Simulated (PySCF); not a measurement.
# One molecule, several mistakes: BH4O2Si anion

All numbers below are calculated, not measured. They come from PySCF 2.14.0, an open-source quantum chemistry program, on an isolated molecule that a program drew, which may never have been made. The molecule is BH4O2Si anion (charge -1, singlet), drawn as the SMILES string `[O-][SiH2]BO`.

Each row is a Hartree-Fock (HF) and frozen-core CCSD(T) single point in the aug-cc-pV(D+d)Z basis, meant for a local HF minimum. Run 1 is clean. Each other run has one planted mistake out of seven kinds, and not every kind appears here: one electron removed, one electron added, multiplicity raised by two, geometry at a saddle point, minimal basis STO-3G, one bond length entered in bohr, all coordinates scaled. The reference is restricted for singlets and unrestricted otherwise, and also for a bond in bohr. Adding or removing an electron swaps singlet and doublet. Electrons count all cores. HOMO and LUMO are orbital energies over both spins, the gradient is its largest component, and the lowest frequency (negative if imaginary) is given only where the gradient is small. Bond lengths are over the 7 bonds as drawn. T1 is the CCSD diagnostic: over 0.02 (restricted) or 0.045 (unrestricted) a single reference is doubtful.

Geometry of the clean run:
```xyz
8
BH4O2Si anion, angstrom
O    -1.9418    1.3338    0.6321
Si   -0.9870    0.5321    1.5678
B    -1.8039   -0.8002    2.9232
O    -1.3045   -2.0807    3.0176
H     0.0167   -0.4125    0.8721
H    -0.0249    1.3499    2.4325
H    -2.7044   -0.5979    3.7141
H    -0.6172   -2.2124    2.3834
```

| run | electrons | basis functions | <S^2> | HOMO (eV) | LUMO (eV) | gradient (hartree/bohr) | lowest frequency (cm^-1) | mean bond (Å) | longest bond (Å) | T1 | HF (hartree) | CCSD(T) (hartree) | mistake |
|---|---|---|---|---|---|---|---|---|---|---|---|---|---|
| 1 | 40 | 137 | 0.000 | -4.47 | 3.63 | 1.9e-05 | 62 | 1.4628 | 2.069 | 0.0186 | -465.76621 | -466.42961 | no fault |
| 2 | 40 | 137 | 0.000 | -4.68 | 3.62 | 5.5e-02 | - | 1.5842 | 2.240 | 0.0215 | -465.72074 | -466.40409 | all coordinates scaled |
| 3 | 40 | 137 | 2.024 | 0.56 | 3.73 | 8.1e-02 | - | 1.4628 | 2.069 | 0.0764 | -465.66213 | -466.31211 | multiplicity raised by two |
| 4 | 40 | 137 | 0.397 | -2.72 | 3.48 | 2.0e-02 | - | 1.6590 | 2.918 | 0.0505 | -465.67553 | -466.34952 | one bond length entered in bohr |
| 5 | 40 | 28 | 0.000 | 2.31 | 13.68 | 5.4e-02 | - | 1.4628 | 2.069 | 0.0242 | -459.77572 | -459.98027 | minimal basis STO-3G |
| 6 | 39 | 137 | 0.765 | -11.20 | 0.12 | 9.2e-02 | - | 1.4628 | 2.069 | 0.0423 | -465.69690 | -466.30731 | ? |

**Which mistake was planted in run 6, and what did it cost?**

It counts 39 electrons, one fewer than the clean run, at the same geometry and basis. So the mistake is: one electron removed. Subtracting run 1 and multiplying by 627.51 kcal/mol a hartree, the energy moved by 43.5 kcal/mol in HF and 76.7 kcal/mol in CCSD(T).

Cautions from the logs. Run 2: T1 is over the limit, so its CCSD(T) energy is less reliable; run 3: T1 is over the limit, so its CCSD(T) energy is less reliable and the HOMO is above zero, so the electron isn't bound and the energy depends on the basis; run 4: T1 is over the limit, so its CCSD(T) energy is less reliable; run 5: T1 is over the limit, so its CCSD(T) energy is less reliable and the HOMO is above zero, so the electron isn't bound and the energy depends on the basis.
